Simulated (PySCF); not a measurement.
Predicted microwave data (PySCF 2.14.0, PBE0-D3(BJ)/def2-SVP geometry optimisation, gas phase) for one isomer of C2H8AsB:

```
Rotational constants : A = 10323, B = 2355, C = 1989 MHz
Dipole components    : |μa| = 3.11 D, |μb| = 1.98 D, |μc| = 0.00 D
Inertial defect      : -9.44 u·Å²
κ                    : -0.91
```

Question: Which candidate fits, each taken in the one conformer that was computed?
A. `[CH3:1][CH2:2][BH:3][AsH2:4]` with C1–C2–B3–As4 147°, C2–B3–As4–H 38° and 135°
B. `[CH2:1]=[CH:2][BH2-:3][AsH3+:4]` with C1–C2–B3–As4 -1°
C. `[BH2:1][AsH:2][CH2:3][CH3:4]` with H–B1–As2–C3 150° and -40°, B1–As2–C3–C4 -175°

Answer: B. It is C=C[BH2-][AsH3+], a near-prolate asymmetric top, point group Cs. The candidates at the same level (rigid rotor, commonest isotopes):

| SMILES | A (MHz) | B (MHz) | C (MHz) | μa (D) | μb (D) | μc (D) | Δ (u·Å²) | point group | rotor |
| --- | --- | --- | --- | --- | --- | --- | --- | --- | --- |
| B[AsH]CC | 12395 | 2632 | 2286 | 1.27 | 0.48 | 0.43 | -11.69 | – | near-prolate asymmetric top |
| CCB[AsH2] | 21662 | 1480 | 1449 | 0.86 | 0.41 | 0.65 | -16.00 | C1 | near-prolate asymmetric top |
| C=C[BH2-][AsH3+] | 10323 | 2355 | 1989 | 3.11 | 1.98 | 0.00 | -9.44 | Cs | near-prolate asymmetric top |

`CCB[AsH2]` has A 110 % too high; `B[AsH]CC` has A 20 % too high. In the right answer the mirror of this Cs structure is the ab plane, so μc vanishes by symmetry (the 0.01 D computed is a residue). No structure here is proved a minimum.
